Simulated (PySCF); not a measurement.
PySCF input (M06-2X/6-31G* with LANL2DZ past Ar (5d)):

```python
from pyscf import gto, dft

mol = gto.M(
    atom='''
    As    0.00000000   -0.00000000   -0.00000000
    H    -0.86089794   -1.11813083   -0.48230707
    H    -0.54108335    1.29598678   -0.50162634
    H     1.38969123   -0.18816144   -0.50728243
    H     0.01229005    0.01030549    1.49121583
    ''',
    basis={'default': '6-31g*', 'As': 'lanl2dz'},
    ecp={'As': 'lanl2dz'},
    charge=1,
    spin=0,
    verbose=4,
)

mf = dft.RKS(mol, xc='m062x')
mf.grids.level = 4
mf.conv_tol = 1e-9
mf.max_cycle = 100
mf.max_memory = 1500
mf.kernel()
if not mf.converged:
    mf = mf.newton()
    mf.kernel(mf.make_rdm1())
mf.dip_moment()
```

From the last part of the output:

```
initial guess = minao
damping factor = 0
level_shift factor = 0
DIIS = <class 'pyscf.scf.diis.CDIIS'>
diis_start_cycle = 1
diis_space = 8
diis_damp = 0
SCF conv_tol = 1e-09
SCF conv_tol_grad = None
SCF max_cycles = 100
direct_scf = True
direct_scf_tol = 1e-13
XC library pyscf.dft.libxc version 7.1.2
    S. Lehtola, C. Steigemann, M. J. T. Oliveira, and M. A. L. Marques,  SoftwareX 7, 1–5 (2018)
XC functionals = m062x
    Y. Zhao and D. G. Truhlar,  Theor. Chem. Acc. 120, 215 (2008)
    Y. Zhao and D. G. Truhlar,  Theor. Chem. Acc. 120, 215 (2008)
radial grids:
    Treutler-Ahlrichs [JCP 102, 346 (1995); DOI:10.1063/1.469408] (M4) radial grids

becke partition: Becke, JCP 88, 2547 (1988); DOI:10.1063/1.454033
pruning grids: <function nwchem_prune>
grids dens level: 4
symmetrized grids: False
atomic radii adjust function: <function treutler_atomic_radii_adjust>
small_rho_cutoff = 0
Set gradient conv threshold to 3.16228e-05
Initial guess from minao.
tot grids = 93024
init E= 3.45760145892552
  HOMO = -0.284950405006587  LUMO = 0.144728313923775  gap/eV = 11.69215
cycle= 1 E= -7.91577286602087  delta_E= -11.4  |g|= 0.675  |ddm|= 2.75
  HOMO = -0.83902770896522  LUMO = -0.255942259280302  gap/eV = 15.86656
cycle= 2 E= -8.09843722680775  delta_E= -0.183  |g|= 0.265  |ddm|=  1.4
  HOMO = -0.730077012879063  LUMO = -0.172514549298815  gap/eV = 15.17205
cycle= 3 E= -8.12934920697982  delta_E= -0.0309  |g|= 0.00583  |ddm|= 0.383
  HOMO = -0.727970829525822  LUMO = -0.168024695538258  gap/eV = 15.23691
cycle= 4 E= -8.12936187911305  delta_E= -1.27e-05  |g|= 0.000317  |ddm|= 0.00623
  HOMO = -0.728235317922644  LUMO = -0.168117535129655  gap/eV = 15.24158
cycle= 5 E= -8.12936192205744  delta_E= -4.29e-08  |g|= 2.37e-05  |ddm|= 0.000404
  HOMO = -0.72822761771925  LUMO = -0.168110360637731  gap/eV = 15.24157
cycle= 6 E= -8.12936192235673  delta_E= -2.99e-10  |g|= 1.39e-06  |ddm|= 3.99e-05
  HOMO = -0.728227705686028  LUMO = -0.1681102710769  gap/eV = 15.24157
Extra cycle  E= -8.12936192235813  delta_E= -1.4e-12  |g|= 2.45e-07  |ddm|= 4.15e-06
converged SCF energy = -8.12936192235813

WARN: System has nonzero charge 1; the dipole moment is origin-dependent.
Location of origin: [0. 0. 0.]

Dipole moment(X, Y, Z, Debye):  0.00002,  0.00000, -0.00002
```

The dipole moment of an ion depends on the origin.
